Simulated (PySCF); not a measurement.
Excitations are Tamm–Dancoff values on a coarser integration grid. The basis has no diffuse functions, so Rydberg states are missing or too high.

Cartesian coordinates (Å):
```xyz
21

Si     3.5591    -0.4574    -1.1357
C      1.8296    -0.0243    -0.4718
C      1.5512     1.1744     0.2454
C      0.2578     1.4300     0.6980
S     -0.0223     2.9559     1.5606
C     -0.7751     0.4750     0.4043
C     -2.1485     0.6397     0.7410
C     -3.0782    -0.3496     0.4517
C     -2.6759    -1.5480    -0.1954
C     -1.3527    -1.7279    -0.5642
C     -0.3719    -0.7279    -0.2917
N      0.9046    -0.9548    -0.7155
H      3.5063    -0.6040    -2.6303
H      4.0292    -1.7511    -0.5334
H      4.5334     0.6363    -0.7823
H      2.3626     1.8853     0.4635
H     -1.0629     2.5261     2.3267
H     -2.4803     1.5771     1.2111
H     -4.1358    -0.1987     0.7155
H     -3.4220    -2.3266    -0.4152
H     -1.0060    -2.6327    -1.0838
```
Charge 0, spin multiplicity 1.

### Question
What is the computed HOMO, T1 excitation (TDA), HOMO–LUMO gap, LUMO and S1 oscillator strength (PBE-D3(BJ)/def2-TZVP // PBE-D3(BJ)/def2-SVP (PySCF 2.14.0))?

### Answer

```
Quantity                   Value
----------------------  --------
HOMO                    -5.76 eV
T1 excitation (TDA)      2.62 eV
HOMO–LUMO gap            2.93 eV
LUMO                    -2.83 eV
S1 oscillator strength     0.005
```
